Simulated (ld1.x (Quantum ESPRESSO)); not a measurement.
**Before and after: TM potential for holmium (Ho)**

```json
{"Element": "Ho (Z = 67)", "Generator": "ld1.x (Quantum ESPRESSO) 7.5", "Type": "norm-conserving Troullier–Martins (Kleinman–Bylander form)", "Functional": "revPBE", "Relativity": "fully relativistic", "Frozen core": "[Xe] 4f10", "Valence charge": "3", "Reference configuration": "5d1 6s1.5 6p0 (charge +0.5)", "Partial waves": "6p (bound, empty): rc 3.50 bohr; 5d (bound): rc 1.80 bohr; 6s (bound): rc 2.50 bohr", "Local potential": "the s channel", "Core correction": "a·sin(br)/r model core inside 1.35 bohr"}
```

Open shells are filled in proportion to 2j + 1 (rel_dist='average').

All-electron outer shells of the reference configuration (revPBE, scalar-relativistic, ld1.x):

```tsv
shell	level (eV)	outermost node (bohr)	outermost maximum (bohr)
4f	-12.41	–	0.52
6s	-6.84	1.51	3.18
5d	-5.00	0.74	1.86
6p	-3.47	1.82	4.14
```

Change: wave 6p (bound): rc 3.50 bohr becomes 6p (bound): rc 3.20 bohr.

Cutoffs: the cutoffs (Ry, on a coarse ladder) from which the occupation-weighted sum of valence levels, in a spherical-Bessel basis at the reference potential, stays within 10 and 1 mRy of its value at 400 Ry; they do not see the model core or the augmentation charge, which bear on the density cutoff. Errors are all-electron minus pseudo energies relative to the spin-unpolarised reference configuration.

**Question.** How do hardness, ghosts and transferability respond?

**Answer.** The potential gets neither clearly harder nor softer (18 Ry and 25 Ry → 18 Ry and 25 Ry); of the 7 tests that both files solve, the error grows in 0 and shrinks in 2 by more than 15 % and 0.3 meV (median size 28.4 → 23.5 meV); neither file shows a bound ghost.

```csv
quantity,base,changed
"cutoff, loose",18 Ry,18 Ry
"cutoff, tight",25 Ry,25 Ry
bound ghosts,none,none
"error for 5d1 6s2 6p0, meV [ΔE -2.78 eV]",-0.6,-0.6
"error for 5d1 6s1 6p0, meV [ΔE 4.09 eV]",-1.9,-1.9
"error for 5d1 6s0 6p0, meV [ΔE 16.54 eV]",-44,-44
"error for 5d1 6s0 6p2, meV [ΔE 3.44 eV]",-28,-23
"error for 5d1 6s1 6p1, meV [ΔE 0.27 eV]",-5.2,-4.2
"error for 5d2 6s0 6p0, meV [ΔE 5.75 eV]",-64,-64
"error for 5d0 6s2 6p1, meV [ΔE -1.37 eV]",-119,-112
```
